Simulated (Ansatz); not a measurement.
## A rate constant, worked out

An elementary step of BNH2BrCl, closed shell (BNH₂BrCl ([NH2][B]([Cl])[Br]) → BNHCl ([NH][B][Cl]) + HBr; B–Br, N–H broken or loosened, Br–H formed or tightened). The start structure is the reactant molecule, and the electronic barrier above it is 3.021 eV by CCSD(T) at an estimated basis limit (MP2 extrapolated from triple and quadruple zeta, plus CCSD(T) − MP2 in triple zeta). Ansatz 0.2.0; basis: def2-TZVPP and def2-QZVPP; cores frozen in the correlated methods. Filled d shells of the heavier atoms are correlated. The def2 sets are not built for correlating such inner shells, so the correlated values are less sure here. Extrapolation: Hartree–Fock as exp(−7.88 √X), correlation as X^−2.97. Harmonic wavenumbers at PBE0-D4/def2-TZVP (Ansatz 0.2.0), in cm⁻¹:

Start: 215, 292, 456, 492, 544, 575, 763, 1069, 1367, 1621, 3622, 3728.

Saddle: 951i, 76, 344, 366, 400, 462, 699, 749, 834, 1408, 1826, 3699.

**Question.** Work out the transition-state-theory rate constant at 500 K from these numbers alone (harmonic vibrations; rotation, path degeneracy and anharmonicity left out), and the Wigner tunnelling factor. Use 1 cm⁻¹ = 1.2398 × 10⁻⁴ eV and k_B = 8.617 × 10⁻⁵ eV/K.

**Answer.** Zero-point energies, half the sums: start 14744/2 cm⁻¹ = 0.9140 eV; saddle, real modes only, 10863/2 cm⁻¹ = 0.6734 eV.
Barrier with zero-point energy: 3.021 + 0.6734 − 0.9140 = 2.7804 eV.
k_BT = 0.04309 eV, so the barrier is 64.53 k_BT.
Vibrational partition functions from the zero-point level, ln q = −Σ ln(1 − exp(−hν/k_BT)): start 2.571, saddle 3.593.
k = (k_BT/h) exp(ln q‡ − ln q) exp(−E0/k_BT), with log₁₀(k_BT/h in s⁻¹) = 13.02: log₁₀ k = 13.02 + (1.022 − 64.53)/2.3026 = -14.56, so k ≈ 3 × 10^(-15) s⁻¹.
Wigner factor: 1 + (hν‡/k_BT)²/24 = 1 + (2.74)²/24 = 1.31. A change of 1 kcal/mol (0.043 eV) in the barrier would change k by a factor of 2.7 at this temperature.

T1 diagnostic: at most 0.013.

Labels in which every atom is bracketed show which atoms are joined, not bond orders.

For scale, one of the runs: CCSD(T)/def2-TZVPP, 180 basis functions, launched by `ansatz run in.yaml --threads 4 --pin off --events-out ev --progress --plain --max-ram 9574MiB`. Hardware: 4 CPU threads of an Arm Neoverse V1, shared host. Wall time 43 s; peak host memory 1.8 GiB.
